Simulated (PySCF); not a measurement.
Compound: C5H9NSi.
Bonds: N1–C2 (triple), C2–C3, C3–C4, C4–C5, C5–Si6, Si6–C7, C4–C7. Hydrogens: H8, H9 on C3; H10 on C4; H11, H12 on C5; H13, H14 on Si6; H15, H16 on C7.

All values: PBE0/def2-SVPD (PySCF, non-relativistic), on one gas-phase PBE0-D3(BJ)/def2-SVP geometry that isn't relaxed in the solvent. The solvent is an IEF-PCM continuum (van der Waals radii × 1.2), and excitations are vertical TDDFT with non-equilibrium linear response and a frozen core. Specific hydrogen bonds and non-electrostatic terms are outside this model.

Gas-phase singlets (H = HOMO, L = LUMO):

| state | E (eV) | λ (nm) | f | leading configurations |
| --- | --- | --- | --- | --- |
| S1 | 7.170 | 173 | 0.012 | H→L 96% |
| S2 | 7.443 | 167 | 0.013 | H→L+1 87% |
| S3 | 7.619 | 163 | 0.010 | H→L+4 13%, H-2→L+2 10%, H→L+2 9% |
| S4 | 7.678 | 161 | 0.076 | H-1→L 63%, H-1→L+1 20% |
| S5 | 7.697 | 161 | 0.034 | H-1→L+1 73%, H-1→L 21% |

**Question.** What are the lowest 5 singlets in acetone (ε = 20.49)?

**Answer.** 
```csv
state,E (eV),λ (nm),f,leading configurations,change by rank (eV)
S1,7.116,174,0.015,H→L 90%,-0.054
S2,7.435,167,0.042,H→L+1 79%,-0.008
S3,7.538,164,0.135,H-1→L 86%,-0.081
S4,7.570,164,0.009,"H→L+2 57%, H-1→L 9%",-0.108
S5,7.674,162,0.052,H-1→L+1 87%,-0.023
```

**Question.** How do the frontier levels move from gas to acetone?

**Answer.** 
```tsv
orbital	gas (eV)	solvent (eV)	change (eV)
LUMO+2	0.66	0.73	+0.07
LUMO+1	0.24	0.56	+0.32
LUMO	0.11	0.37	+0.26
HOMO	-8.38	-8.06	+0.32
HOMO-1	-8.65	-8.27	+0.38
HOMO-2	-9.29	-9.04	+0.25
HOMO-3	-9.43	-9.38	+0.05
```

The HOMO–LUMO gap goes from 8.49 to 8.43 eV. Rows go by rank; for HOMO-3, HOMO-2, LUMO, LUMO+1 and LUMO+2 the atom shares or the degeneracy differ between the runs, so the row needn't follow one orbital.

Time: 41 s of wall time; peak memory 0.94 GiB. Hardware: one thread of an Intel Xeon Platinum 8259CL at 2.50 GHz, shared host with 96 logical CPUs at a one-minute load of 41. This is the whole response run at PBE0/def2-SVPD in acetone, SCF included.

Shape of the structure used: `[N:1]#[C:2][CH2:3][CH:4]1[CH2:5][SiH2:6][CH2:7]1`: C2–C3–C4–C5 62°.
